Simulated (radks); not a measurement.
Results of a calculation; reference values are marked as such.
These are the eigenvalues of the occupied orbitals of an atom or ion with whole-number occupations (eV). Level of theory: scalar-relativistic Kohn-Sham, SCAN, spin-unpolarised, spherical densities, finite nucleus; meta-GGA in the generalised Kohn-Sham scheme; Fermi nuclear charge, rms radius of each element as measured or else 0.836 A^(1/3) + 0.57 fm (a radial shooting solver on a logarithmic mesh with Libxc functionals).

1s: -12576.05
2s: -1658.351
2p: -1460.693
3s: -256.1349
3p: -193.4700
3d: -90.6142
4s: -49.9275
4p: -36.4526

Which element is it, and in what charge state? The configuration may be excited.

Answer. Z = 34, selenium, charge +3: Se3+ in [Ar] 3d10 4s2 4p1. The list shows which subshells hold electrons but not how many an open one holds; the 1s level, -462.16 hartree, gives Z - s = 30.4 by -(Z - s)^2/2, which with screening and relativity narrows Z to a few neighbours, and the depths of the outer levels then fix element, charge and occupations together.
